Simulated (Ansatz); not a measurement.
FOS, SMILES O=[S]F, multiplicity 2.

Geometry: B3LYP-D3(BJ)/def2-TZVP. The isomer is the one that the SMILES or the coordinates give; other isomers of the formula were not compared.

Two levels are set side by side: PBE/def2-TZVPD (Ansatz, a program for electronic structure) and PBE0/def2-TZVPD (Ansatz). Energy differences of separate SCF runs at the same geometry; the states with an electron removed or added have multiplicity 1 and 1. Differences are taken from unrounded values.

| quantity | PBE0 | PBE | PBE minus PBE0 |
|---|---|---|---|
| vertical ionisation energy (eV) | 10.31 | 9.93 | -0.39 |
| vertical electron affinity (eV) | 0.98 | 0.90 | -0.09 |
